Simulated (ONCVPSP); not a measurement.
Transferability test, ONCV potential for Cr

- Element: chromium
- Generator: ONCVPSP 4.0.1
- Type: optimised norm-conserving Vanderbilt (ONCV)
- Functional: LDA (Perdew-Wang 92)
- Relativity: scalar-relativistic
- Frozen core: [Ne]
- Valence charge: 14
- Reference configuration: 3s2 3p6 3d5 4p1
- Partial waves: 3s: rc 1.25 bohr, ncon 3, nbas 6, qcut 8.6 1/bohr, 1 projector; 3p+4p: rc 1.95 bohr, ncon 3, nbas 7, qcut 6.6 1/bohr, 2 projectors; 3d: rc 1.90 bohr, ncon 4, nbas 9, qcut 7.4 1/bohr, 1 projector; f scattering state at 0.27 Ha: rc 1.25 bohr, ncon 5, nbas 9, qcut 9 1/bohr, local
- Local potential: the f channel
- Core correction: Teter function, fcfact 1.75, rcfact 1.55

Energies are relative to the spin-unpolarised reference configuration 3s2 3p6 3d5 4p1; without spin polarisation the order of configurations can differ from experiment. Not all tests gave a result: 1 of 4 tests not solved or not reliable.

```
valence configuration  charge  ΔE all-electron (eV)  error AE − PS (meV)
  3s2 3p6 3d5 4s1 4p0       0                -3.201                 +180
      3s2 3p6 3d5 4p0      +1                 3.933                 +1.5
      3s2 3p6 3d4 4p0      +2                20.276                 +0.7
```

Note: ghosts flagged at negative energy: s at -73.0 eV; no localised positive-energy state flagged. A true bound ghost makes a file unfit for plane-wave use.
